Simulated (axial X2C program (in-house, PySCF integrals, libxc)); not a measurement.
Values are calculated unless marked as measured or tabulated.
HfF⁺: input and output

Program: an in-house all-electron X2C program for linear molecules (integrals from PySCF).

Input:
```json
{"zs": [72, 9], "q": 1, "bas": ["dyall-cv3z", "dyall-av3z"], "levels": ["PBE0", "HF", "BLYP"], "cc": true, "r0": 2.16, "thr": -1.0, "nmax": 90, "npts": 10, "nst": 2, "ntry": 6}
```
```bash
python so2c.py task.json out
```

Keys: zs atomic numbers; q charge; bas basis sets; levels methods; cc coupled cluster on or off; r0 starting distance in Å; thr threshold in hartree for freezing inner shells (an s shell follows its p shell); nmax most natural virtual spinors; npts points on the curve; nst determinants followed; ntry starts of the search. HF also brings MP2.

Output of the BLYP step, 2c, at R = 1.814 Å for the state Ω = 1. It starts from PBE0 orbitals of this distance.

```
two-component X2C + atomic mean field  BLYP
basis functions 239  fitting functions 1188  grid points 5077
iter        total energy     max residual
   1     -15177.395702394     2.49e-01
   2     -15177.399806149     3.06e-02
   3     -15177.380460577     6.83e-02
   4     -15177.405527906     5.50e-03
   5     -15177.405062235     7.60e-03
   6     -15177.405778722     1.30e-04
   7     -15177.405779037     9.07e-05
   8     -15177.405779102     6.87e-06
   9     -15177.405779103     2.04e-06
converged
one-electron -21173.29742574  Coulomb 6143.69277742  exact exchange 0.00000000  xc functional -324.11711987  nuclear repulsion 189.03353510  atomic mean-field constant -12.71754602
```
Energies are in hartree; totals compare only within one Hamiltonian and basis.
